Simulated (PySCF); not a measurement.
C₃H₉ClSi₂, SMILES C/C=C(/[SiH3])[SiH2]Cl. Atoms are numbered in the order given.

```xyz
15

C      2.3554    -0.8816    -0.0003
C      0.9942    -1.4133    -0.2944
C     -0.1449    -0.7071    -0.4613
Si    -1.7550    -1.6065    -0.7935
Si    -0.1839     1.1568    -0.3771
Cl     0.3657     1.8379     1.5109
H      2.7299    -1.3074     0.9457
H      2.3868     0.2129     0.0905
H      3.0663    -1.1946    -0.7832
H      0.9488    -2.5111    -0.3711
H     -2.3507    -1.1715    -2.0959
H     -1.4977    -3.0792    -0.8392
H     -2.7584    -1.3091     0.2754
H      0.7481     1.7931    -1.3524
H     -1.5734     1.6314    -0.6325
```

Coordinates come from a PBE0-D3(BJ)/def2-SVP optimisation. The structure was generated by enumeration; whether it is a known compound was not checked. One conformer was computed; it need not be the lowest.

Computed with PBE0/pcSseg-1 (PySCF).

GIAO shieldings, no solvent; atoms listed in one row are averaged. δ = σ(ref) − σ: ¹³C against TMS (σ = 186.3 ppm); ²⁹Si against TMS (σ = 352.7 ppm); ³⁵Cl against HCl (σ = 945.9 ppm); ¹H against TMS (σ = 31.56 ppm), references at their B3LYP-D3(BJ)/def2-TZVP geometries, non-relativistic (without spin–orbit terms, shifts of atoms bonded to Cl or Br come out too high).

```json
[
 {"nucleus": "¹³C", "atoms": "C2", "count": "1", "δ (ppm)": "177.8"},
 {"nucleus": "¹³C", "atoms": "C3", "count": "1", "δ (ppm)": "131.7"},
 {"nucleus": "¹³C", "atoms": "C1", "count": "1", "δ (ppm)": "28.8"},
 {"nucleus": "²⁹Si", "atoms": "Si5", "count": "1", "δ (ppm)": "-24.1"},
 {"nucleus": "²⁹Si", "atoms": "Si4", "count": "1", "δ (ppm)": "-57.0"},
 {"nucleus": "³⁵Cl", "atoms": "Cl6", "count": "1", "δ (ppm)": "-31.0"},
 {"nucleus": "¹H", "atoms": "H10", "count": "1", "δ (ppm)": "7.66"},
 {"nucleus": "¹H", "atoms": "H14", "count": "1", "δ (ppm)": "5.72"},
 {"nucleus": "¹H", "atoms": "H15", "count": "1", "δ (ppm)": "5.46"},
 {"nucleus": "¹H", "atoms": "H11, H12, H13", "count": "3", "δ (ppm)": "4.56"},
 {"nucleus": "¹H", "atoms": "H7, H8, H9", "count": "3", "δ (ppm)": "2.47"}
]
```
